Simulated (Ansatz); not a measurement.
Isolated molecules relaxed with PBE0-D4/def2-TZVP in Ansatz; ΔE leaves out vibrations. CBS: MP2 limit from def2 TZ/QZ plus the TZ coupled-cluster correction, frozen cores. This one scheme is used for every species, atoms too. DFT in def2-TZVPP. Open shells (•) are unrestricted, without spin–orbit coupling. Spin–orbit coupling would lower the free atoms: a little for C, Si. Each species was taken in one conformer, which may not be the lowest.

Reaction (atomization): `C=C(N)[SiH3]` → 2 C• + 7 H• + N• + Si•

CCSD(T)/CBS gives +945.6 kcal/mol.

(1) Another level gave +942.9 kcal/mol. Which?
A. BHLYP/def2-TZVPP
B. revPBE-D4/def2-TZVPP
C. HF/def2-TZVPP
D. BHLYP-D4/def2-TZVPP

Largest T1 diagnostic among the species: 0.012.

Answers

(1) B. revPBE-D4 942.9, BHLYP 919.5, HF/def2-TZVPP 685.4, BHLYP-D4 925.3 kcal/mol.

The D4 term adds +7.9 kcal/mol with B3LYP and +4.1 kcal/mol with PBE0; it sums over pairs of atoms, weighted by their polarisabilities, and B3LYP, whose exchange is more repulsive, gets the larger term. Leaving LDA and LC-ωPBE aside and taking each functional with its dispersion term where it has one, the values, not all of them listed here, spread over 37.8 kcal/mol, from BHLYP-D4 to PBE-D4. LDA lies +117.8 kcal/mol from PBE without D4, its usual overbinding. In def2-TZVPP, CCSD(T) changes the Hartree–Fock value by +234.8 kcal/mol (the triples alone add +13.2 kcal/mol) and MP2 by +241.6 kcal/mol; breaking electron pairs costs correlation energy, which Hartree–Fock lacks.

B3LYP here is the variant with VWN-RPA as its local correlation; programs differ in this.

For atomizations the MP2-based limit and the directly extrapolated one differ by several kJ/mol either way, and by 10 to 25 for some Ge, Se and Sn compounds, so smaller differences from it don't rank the levels.
